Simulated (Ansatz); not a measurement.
K₂O₂H₂⁺, that is (KOH)2 ring with one electron fewer. The state is a doublet with charge 1. Geometry PBE0-D4/def2-TZVP, that of the neutral singlet; atoms count from 1.

```xyz
6

K    -0.9892    0.4688    1.3447
O     0.8739   -1.0969    1.0238
K     0.9923   -0.4645   -1.3429
O    -0.8723    1.0992   -1.0226
H     1.3465   -1.7039    1.5916
H    -1.3512    1.6974   -1.5945
```

Question: Estimate the Mulliken populations from the PBE0/def2-TZVP orbitals of Ansatz.

Answer: 
```json
{"atom": "K1", "charge (e)": "0.87", "spin (α − β)": "-0.02"}
{"atom": "O2", "charge (e)": "-0.72", "spin (α − β)": "0.53"}
{"atom": "K3", "charge (e)": "0.87", "spin (α − β)": "-0.02"}
{"atom": "O4", "charge (e)": "-0.72", "spin (α − β)": "0.53"}
{"atom": "H5", "charge (e)": "0.35", "spin (α − β)": "-0.01"}
{"atom": "H6", "charge (e)": "0.35", "spin (α − β)": "-0.01"}
```
Mulliken values and Mayer orders depend strongly on the basis.

Question: Where does the spin sit?

Answer: Summed by element: K -0.03, O 1.06, H -0.03, of 1 unpaired in all. Largest on single atoms: O2 0.53, O4 0.53, K3 -0.02.
